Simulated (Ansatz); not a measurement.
`[I][GeH2][I]` + H₂ → `[GeH3][I]` + HI at 500 K and 1 bar (hydrogenolysis of a Ge–I bond).

Computed with Ansatz on PBE0-D4/def2-TZVP structures; ΔE is electronic, products minus reactants. CBS: MP2 limit from def2 TZ/QZ plus the TZ coupled-cluster correction, frozen cores. This one scheme is used for every species. def2 core potentials past Kr. For Ge, I outer-core shells are correlated without core-valence functions, which leaves a few kJ/mol of doubt a bond. Scalar relativity is left out up to krypton.

```tsv
species	CCSD(T)/CBS energy (Eh)	H − E (kJ/mol)	S (J/(mol·K))
`[I][GeH2][I]`	-2672.26499	77.1	381.3
H₂	-1.17544	41.0	145.5
`[GeH3][I]`	-2375.37957	88.4	317.4
HI	-298.03592	28.6	221.6
```

H − E and S are ideal-gas, rigid-rotor, harmonic terms from PBE0-D4/def2-TZVP. The MP2-based limit puts H₂ 0.8 mEh under its directly extrapolated value; such offsets cancel only in part. 1 Eh = 2625.50 kJ/mol, R = 8.31446 J/(mol·K).

Q: By hand: ΔE, ΔH, ΔS and ΔG.

A: ΔE = (-2375.37957) + (-298.03592) − (-2672.26499) − (-1.17544) = 0.02494 Eh = 65.5 kJ/mol. Δ(H − E) = 88.4 + 28.6 − 77.1 − 41.0 = -1.1, so ΔH = 64.4 kJ/mol. ΔS = 317.4 + 221.6 − 381.3 − 145.5 = 12.2 J/(mol·K). ΔG = 64.4 − 500 × (12.2)/1000 = 58.3 kJ/mol.

Q: By hand: the equilibrium constant, and the temperature at which ΔG would vanish if ΔH and ΔS stayed fixed.

A: log₁₀ K = −ΔG/(RT ln 10) = -6.1. ΔG = 0 at ΔH/ΔS = 5279 K, far beyond where these terms or the molecules hold.

The number of gas molecules stays the same, so ΔS is small and ΔH decides. A doubt of 5 kJ/mol in ΔE shifts log₁₀ K by 0.5 here. These are equilibria of isolated gas molecules and say nothing of rates. Largest T1 diagnostic: 0.009 (customary marks: 0.02 for closed shells, 0.045 for open ones).
